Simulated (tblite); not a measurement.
Species: C₄H₁₁F₂NSi.
Geometry (GFN2-xTB, Å), atoms numbered from 1 in this order:
```
atom  x, y, z in Å
N1    -1.8478    0.8157   -1.4102
C2    -1.6172   -0.2839   -0.4876
C3    -0.3312   -0.0232    0.3141
C4     0.8840    0.0339   -0.6103
Si5    2.4502    0.8010    0.1477
C6    -0.1520   -1.1043    1.3710
F7    -1.1681   -1.0866    2.2735
F8    -0.1656   -2.3456    0.8247
H9    -2.0737    1.6624   -0.8977
H10   -2.6312    0.6036   -2.0172
H11   -1.4878   -1.1949   -1.0786
H12   -2.4501   -0.4469    0.2160
H13   -0.4420    0.9258    0.8509
H14    1.0909   -0.9743   -0.9745
H15    0.5839    0.6196   -1.4810
H16    2.1160    2.1150    0.7020
H17    2.9904   -0.0374    1.2228
H18    3.4538    0.9315   -0.9066
H19    0.7876   -1.0023    1.9337
```

Calculated harmonic vibrations of the isolated species, GFN2-xTB (tblite), most abundant isotopes, no scaling. Errors from tens to a few hundred cm⁻¹ against measured bands are possible. Modes of hydrogen on silicon can be 10 to 20 % off. One conformer, not necessarily the lowest.

Harmonic wavenumbers (cm⁻¹): 41.3, 68.6, 99.0, 112.9, 157.6, 192.9, 226.3, 267.0, 288.6, 393.2, 443.2, 497.1, 509.3, 556.6, 657.6, 752.6, 767.6, 790.8, 796.7, 803.9, 875.6, 905.1, 987.2, 1001.4, 1020.6, 1077.0, 1119.5, 1129.2, 1143.8, 1169.1, 1254.3, 1271.2, 1277.5, 1286.1, 1301.1, 1334.9, 1371.8, 1470.2, 1482.5, 1563.4, 2240.1, 2259.2, 2287.1, 2842.1, 2901.3, 2932.3, 2972.8, 2978.6, 2991.9, 3386.6, 3425.9.

A = 1685, B = 1177, C = 823.2 MHz; mass 139.063 u (most abundant isotopes); point group C1, symmetry number 1.

Q: What is the zero-point energy?

A: Half the sum of the wavenumbers: 31841 cm⁻¹ = 91.04 kcal/mol.

Q: Give the ideal-gas entropy at 350 K and 1 bar in the rigid-rotor, harmonic-oscillator model (classical rotation).

A: Translation 41.52, rotation 30.14, vibration 37.66: S = 109.3 cal/(mol K).

Q: And Cp and H(350 K) − H(0)?

A: Cp = 45.59 cal/(mol K), of which vibrations give 37.65 (their classical limit is 51 R = 101.3); H(350 K) − H(0) = 9.56 kcal/mol without the zero-point energy, 6.78 from vibrations.

Q: Which modes carry the vibrational entropy at 350 K?

A: 41.3 cm⁻¹: 5.51; 68.6 cm⁻¹: 4.51; 99.0 cm⁻¹: 3.79; 112.9 cm⁻¹: 3.53; 157.6 cm⁻¹: 2.88; 192.9 cm⁻¹: 2.50 cal/(mol K); the other 45 give 14.93 together.

Q: What must be added to the electronic energy to get the Gibbs energy at 350 K and 1 bar?

A: ZPE + [H(350 K) − H(0)] − T·S = 91.04 + 9.56 − 38.26 = 62.34 kcal/mol.

Q: How do the functions run with temperature in this model?

A: 
```tsv
T (K)	S (cal/(mol K))	Cp (cal/(mol K))	H − H(0) (kcal/mol)	G − H(0) (kcal/mol)	ln q(vib)
50	59.9	14.0	0.52	-2.48	0.63
100	71.6	20.1	1.38	-5.78	2.02
298.15	102.4	40.3	7.33	-23.21	7.75
373.15	112.3	47.9	10.64	-31.27	9.85
500	127.9	58.9	17.44	-46.52	13.33
750	154.9	74.0	34.20	-81.97	19.89
1000	177.6	83.7	54.00	-123.61	25.94
```

q(vib) and H(0) count from the zero-point level.

Hindered rotation and anharmonicity are outside this model. Other conformers, if any are populated, would add a mixing term that is left out. The structure is chiral; the term R ln 2 for an equal mix with its mirror image is left out.
